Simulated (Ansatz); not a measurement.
Consider the ligand exchange at a B–S bond: `CCBS[SiH3]` + H₂S → `CCBS` + `[SiH3]S`.

Isolated molecules relaxed with PBE0-D4/def2-TZVP in Ansatz; ΔE leaves out vibrations. CCSD(T)/CBS adds triple-zeta CCSD(T) − MP2 to the extrapolated MP2 energy (def2 sets, frozen cores). This one scheme is used for every species. DFT in def2-TZVPP. B3LYP here is the variant with VWN-RPA as its local correlation; programs differ in this. One conformer a species, not always the lowest.

```tsv
level	ΔE (kJ/mol)
B97M-V	-6.1
BHLYP-D4	-4.1
B3LYP	-9.2
CAM-B3LYP	-8.5
```

What does CCSD(T)/CBS give? (An estimate is asked.)

Ansatz gave: -3.0 kJ/mol. The listed levels differ from it by -3.1, -1.1, -6.2, -5.5 kJ/mol.

Largest T1 diagnostic among the species: 0.012.

The D4 term adds +4.5 kJ/mol with B3LYP and +2.7 kJ/mol with PBE0; it sums over pairs of atoms, weighted by their polarisabilities, and B3LYP, whose exchange is more repulsive, gets the larger term. Leaving LDA and LC-ωPBE aside and taking each functional with its dispersion term where it has one, the values, not all of them listed here, spread over 2.5 kJ/mol, from B2PLYP to revPBE-D4. In def2-TZVPP, CCSD(T) changes the Hartree–Fock value by +4.0 kJ/mol (the triples alone add +0.9 kJ/mol) and MP2 by +5.5 kJ/mol.
